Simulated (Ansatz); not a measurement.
Molecule: WBr, net charge 0, sextet state. The spin state was set by rule; other spins were not relaxed. 
Coordinates optimised at B3LYP-D3(BJ)/def2-TZVP (Ansatz, a quantum-chemistry and plane-wave program):
```xyz
2

W      0.0000     0.0000    -0.7855
Br     0.0000     0.0000     1.6608
```
Charge 0, spin multiplicity 6.

Wanted: vertical ionisation energy (to the quintet state of charge +1; each state is the SCF solution reached for its spin), in eV. Correlated levels leave the core frozen unless marked. Open shells are spin-unrestricted. No spin-orbit coupling. Frozen are the shells of the preceding noble gas and the d and f shells that filled before the atom's block. In def2 rows, elements after Kr have scalar-relativistic effective core potentials. CBS marks a two-point X^-3 extrapolation of the correlation energy; Hartree-Fock from the larger set.

```json
[
 {"level": "SVWN5/def2-TZVPD", "program": "Ansatz", "vertical ionisation energy (eV)": "…"},
 {"level": "PBE/def2-TZVPD", "program": "Ansatz", "vertical ionisation energy (eV)": "8.03"},
 {"level": "r2SCAN/def2-TZVPD", "program": "Ansatz", "vertical ionisation energy (eV)": "8.18"},
 {"level": "B3LYP/def2-TZVPD", "program": "Ansatz", "vertical ionisation energy (eV)": "…"},
 {"level": "PBE0/def2-TZVPD", "program": "Ansatz", "vertical ionisation energy (eV)": "8.18"},
 {"level": "BHLYP/def2-TZVPD", "program": "Ansatz", "vertical ionisation energy (eV)": "…"},
 {"level": "CAM-B3LYP/def2-TZVPD", "program": "Ansatz", "vertical ionisation energy (eV)": "8.12"},
 {"level": "wB97M-V/def2-TZVPD", "program": "Ansatz", "vertical ionisation energy (eV)": "…"},
 {"level": "wB97X-V/def2-TZVPD", "program": "Ansatz", "vertical ionisation energy (eV)": "8.03"},
 {"level": "CCSD/def2-SVPD", "program": "Ansatz", "vertical ionisation energy (eV)": "7.99"},
 {"level": "CCSD/def2-TZVPPD", "program": "Ansatz", "vertical ionisation energy (eV)": "8.05"},
 {"level": "CCSD/def2-QZVPPD", "program": "Ansatz", "vertical ionisation energy (eV)": "8.09"},
 {"level": "CCSD(T)/CBS(def2-TZVPPD,def2-QZVPPD)", "program": "Ansatz", "vertical ionisation energy (eV)": "8.08"}
]
```

Problem. Fill in the missing entries.

Solution. 
- SVWN5/def2-TZVPD, vertical ionisation energy (eV): 8.19
- B3LYP/def2-TZVPD, vertical ionisation energy (eV): 8.06
- BHLYP/def2-TZVPD, vertical ionisation energy (eV): 8.04
- wB97M-V/def2-TZVPD, vertical ionisation energy (eV): 8.15
